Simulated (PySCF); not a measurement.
Coordinates in bohr (charge 1 multiplicity 2):
```
Sn    0.0000   -1.2850    0.0000
Br    0.0000    0.9738    3.9931
Br    0.0000    0.9738   -3.9931
```

Method: UPBE0 in PySCF with Sn def2-TZVP with ECP28, Br def2-TZVP; scalar-relativistic core potentials, no spin–orbit coupling; density-fitted integrals.

This geometry of [SnBr2]+ is a stationary point at this level.

(1) What is the point group?

(2) Is it a minimum?

(3) List the harmonic modes with their infrared intensities.

(4) What are the dipole moment and the gap between the highest occupied and lowest empty levels of either spin?

(5) Give the atomic charges and bond orders.

Results:

(1) C2v.

(2) Yes: all harmonic wavenumbers are real.

(3) 
```json
{"symmetry": "a1", "ω (cm⁻¹)": "65", "IR (km/mol)": "1.3"}
{"symmetry": "a1", "ω (cm⁻¹)": "237", "IR (km/mol)": "4.7"}
{"symmetry": "b2", "ω (cm⁻¹)": "282", "IR (km/mol)": "22.0"}
```

(4) 2.02 D about the centre of mass and 2.49 eV.

(5) 
| atom | Mulliken | Löwdin | polar tensor | spin (Mulliken) | Mayer order to Sn1 |
| --- | --- | --- | --- | --- | --- |
| Sn1 | 1.02 | 0.39 | 1.15 | 0.41 | – |
| Br2,3 | -0.01 | 0.31 | -0.08 | 0.30 | 1.26 |

Other isomers or separated fragments may lie lower. No spin–orbit coupling is included, which matters more the heavier the element.
